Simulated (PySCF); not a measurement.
AsN at r²SCAN

Computed with r²SCAN; PySCF, scalar-relativistic core potentials, basis sets As aug-cc-pVDZ-PP with ECP10, N aug-cc-pVDZ.

```
state                                           : ¹Σ⁺ (singlet), closed shell
bond length                                     : 1.618 Å
harmonic wavenumber                             : 1108 cm⁻¹
force constant                                  : 8.54 mdyn/Å
rotational constant Be                          : 0.5456 cm⁻¹
anharmonicity ωexe                              : 4.15 cm⁻¹
vibration–rotation constant αe                  : 0.00308 cm⁻¹
well depth De to As + N                         : 4.51 eV
dissociation energy D0                          : 4.44 eV
HOMO–LUMO gap                                   : 4.49 eV
bond order (Mayer)                              : 2.75
dipole moment (positive dipole means As(−)N(+)) : -2.98 D
```
